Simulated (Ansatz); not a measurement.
Ansatz (an electronic-structure program) input (B3LYP-D3(BJ)/def2-TZVP):

Ansatz 0.2 input:
```yaml
crystal:
  periodic: [false, false, false]
  atoms:
    - {symbol: Al, position_ang: [-0.43822740, -0.34384189, -0.42576356]}
    - {symbol: O, position_ang: [0.58408405, 0.40884427, 0.57893268]}
    - {symbol: H, position_ang: [1.02428373, 1.19919039, 0.90346484]}
basis:
  gaussian:
    orbitals: def2-TZVP
hamiltonian:
  xc: b3lyp
  dispersion: d3bj
total_charge: 1
magnetization: {spin_polarized: true, initial_magnetization: 1}
phonons: {temperatures: {t_min: 298.15, t_max: 298.15, t_step: 100}}
```

Output:

```
Functional definition: B3LYP
integrals: 0.01 GiB planned
454 factors; their error is unknown
mean field: 0.19 GiB planned
mean field evaluation 1: about -8630.6372 eV, gradient 8.5e1 eV
mean field evaluation 2: about -8477.5153 eV, gradient 1.4e2 eV
mean field evaluation 4: about -8653.8592 eV, gradient 6.3e0 eV
mean field evaluation 8: about -8654.0156 eV, gradient 1.4e-1 eV
mean field evaluation 16: about -8654.0157 eV, gradient 5.2e-6 eV
mean field -8654.01573732 eV, -318.0292124441 hartree, gradient 5.2e-6 eV, S^2 0.751139; 0 other end points of the search recorded, 0 dependent functions left out
the calculation of the forces begins
reference -8654.01591457 eV, -318.0292189578 hartree; 11, 10 occupied and 63, 64 virtual orbitals, 454 factors
these checks for a lower state are left out or cut short: stability, starts, cluster_reference, orbital_swaps, neighbouring_geometries, increment
integrals: 0.01 GiB planned
454 factors; their error is unknown
mean field: 0.19 GiB planned
mean field -8654.01563776 eV, -318.0292087851 hartree, gradient 2.8e-6 eV, S^2 0.751130; 0 other end points of the search recorded, 0 dependent functions left out
the calculation of the forces begins
reference -8654.01581497 eV, -318.0292152976 hartree; 11, 10 occupied and 63, 64 virtual orbitals, 454 factors
these checks for a lower state are left out or cut short: stability, starts, cluster_reference, orbital_swaps, neighbouring_geometries, increment
integrals: 0.01 GiB planned
454 factors; their error is unknown
mean field: 0.19 GiB planned
mean field evaluation 32: about -8654.0157 eV, gradient 2.2e-6 eV
mean field -8654.01565953 eV, -318.0292095852 hartree, gradient 2.2e-6 eV, S^2 0.751148; 0 other end points of the search recorded, 0 dependent functions left out
the calculation of the forces begins
reference -8654.01583681 eV, -318.0292161000 hartree; 11, 10 occupied and 63, 64 virtual orbitals, 454 factors
these checks for a lower state are left out or cut short: stability, starts, cluster_reference, orbital_swaps, neighbouring_geometries, increment
integrals: 0.01 GiB planned
454 factors; their error is unknown
mean field: 0.19 GiB planned
mean field -8654.01571667 eV, -318.0292116851 hartree, gradient 9.9e-7 eV, S^2 0.751136; 0 other end points of the search recorded, 0 dependent functions left out
the calculation of the forces begins
reference -8654.01589391 eV, -318.0292181984 hartree; 11, 10 occupied and 63, 64 virtual orbitals, 454 factors
these checks for a lower state are left out or cut short: stability, starts, cluster_reference, orbital_swaps, neighbouring_geometries, increment
integrals: 0.01 GiB planned
454 factors; their error is unknown
mean field: 0.19 GiB planned
mean field -8654.01572751 eV, -318.0292120835 hartree, gradient 8.8e-7 eV, S^2 0.751142; 0 other end points of the search recorded, 0 dependent functions left out
the calculation of the forces begins
reference -8654.01590477 eV, -318.0292185976 hartree; 11, 10 occupied and 63, 64 virtual orbitals, 454 factors
these checks for a lower state are left out or cut short: stability, starts, cluster_reference, orbital_swaps, neighbouring_geometries, increment
integrals: 0.01 GiB planned
454 factors; their error is unknown
mean field: 0.19 GiB planned
mean field -8654.01561001 eV, -318.0292077652 hartree, gradient 1.3e-6 eV, S^2 0.751147; 0 other end points of the search recorded, 0 dependent functions left out
the calculation of the forces begins
reference -8654.01578728 eV, -318.0292142801 hartree; 11, 10 occupied and 63, 64 virtual orbitals, 454 factors
these checks for a lower state are left out or cut short: stability, starts, cluster_reference, orbital_swaps, neighbouring_geometries, increment
integrals: 0.01 GiB planned
454 factors; their error is unknown
mean field: 0.19 GiB planned
mean field -8654.01560034 eV, -318.0292074100 hartree, gradient 1.4e-6 eV, S^2 0.751131; 0 other end points of the search recorded, 0 dependent functions left out
the calculation of the forces begins
reference -8654.01577756 eV, -318.0292139226 hartree; 11, 10 occupied and 63, 64 virtual orbitals, 454 factors
these checks for a lower state are left out or cut short: stability, starts, cluster_reference, orbital_swaps, neighbouring_geometries, increment
integrals: 0.01 GiB planned
454 factors; their error is unknown
mean field: 0.19 GiB planned
mean field evaluation 64: about -8654.0157 eV, gradient 3.6e-4 eV
mean field -8654.01566706 eV, -318.0292098620 hartree, gradient 1.9e-6 eV, S^2 0.751140; 0 other end points of the search recorded, 0 dependent functions left out
the calculation of the forces begins
reference -8654.01584431 eV, -318.0292163759 hartree; 11, 10 occupied and 63, 64 virtual orbitals, 454 factors
these checks for a lower state are left out or cut short: stability, starts, cluster_reference, orbital_swaps, neighbouring_geometries, increment
integrals: 0.01 GiB planned
454 factors; their error is unknown
mean field: 0.19 GiB planned
mean field -8654.01566117 eV, -318.0292096454 hartree, gradient 1.9e-6 eV, S^2 0.751138; 0 other end points of the search recorded, 0 dependent functions left out
the calculation of the forces begins
reference -8654.01583841 eV, -318.0292161588 hartree; 11, 10 occupied and 63, 64 virtual orbitals, 454 factors
these checks for a lower state are left out or cut short: stability, starts, cluster_reference, orbital_swaps, neighbouring_geometries, increment
integrals: 0.01 GiB planned
454 factors; their error is unknown
mean field: 0.19 GiB planned
mean field -8654.01569094 eV, -318.0292107396 hartree, gradient 2.6e-6 eV, S^2 0.751139; 0 other end points of the search recorded, 0 dependent functions left out
the calculation of the forces begins
reference -8654.01586819 eV, -318.0292172533 hartree; 11, 10 occupied and 63, 64 virtual orbitals, 454 factors
these checks for a lower state are left out or cut short: stability, starts, cluster_reference, orbital_swaps, neighbouring_geometries, increment
integrals: 0.01 GiB planned
454 factors; their error is unknown
mean field: 0.19 GiB planned
mean field -8654.01567877 eV, -318.0292102921 hartree, gradient 1.5e-6 eV, S^2 0.751139; 0 other end points of the search recorded, 0 dependent functions left out
the calculation of the forces begins
reference -8654.01585601 eV, -318.0292168058 hartree; 11, 10 occupied and 63, 64 virtual orbitals, 454 factors
these checks for a lower state are left out or cut short: stability, starts, cluster_reference, orbital_swaps, neighbouring_geometries, increment
integrals: 0.01 GiB planned
454 factors; their error is unknown
mean field: 0.19 GiB planned
mean field -8654.01568415 eV, -318.0292104900 hartree, gradient 1.2e-6 eV, S^2 0.751141; 0 other end points of the search recorded, 0 dependent functions left out
the calculation of the forces begins
reference -8654.01586140 eV, -318.0292170038 hartree; 11, 10 occupied and 63, 64 virtual orbitals, 454 factors
these checks for a lower state are left out or cut short: stability, starts, cluster_reference, orbital_swaps, neighbouring_geometries, increment
integrals: 0.01 GiB planned
454 factors; their error is unknown
mean field: 0.19 GiB planned
mean field evaluation 96: about -8654.0045 eV, gradient 1.4e-1 eV
mean field -8654.01567919 eV, -318.0292103078 hartree, gradient 1.1e-6 eV, S^2 0.751137; 0 other end points of the search recorded, 0 dependent functions left out
the calculation of the forces begins
reference -8654.01585643 eV, -318.0292168213 hartree; 11, 10 occupied and 63, 64 virtual orbitals, 454 factors
Total energy: -8654.07607657 eV, -318.0314298705 hartree
Atom 0 at    -0.438227    -0.343842    -0.425764 Å, force    -0.000571    -0.000446    -0.000555 eV/Å
Atom 1 at     0.584084     0.408844     0.578933 Å, force     0.000969     0.001221     0.000834 eV/Å
Atom 2 at     1.024284     1.199190     0.903465 Å, force    -0.000398    -0.000775    -0.000279 eV/Å
Dipole moment:    -0.416796    -0.153841    -0.445088 e Å
Vibrations: 208.82 1005.00 3871.34 cm⁻¹, zero-point energy 0.315240 eV
```
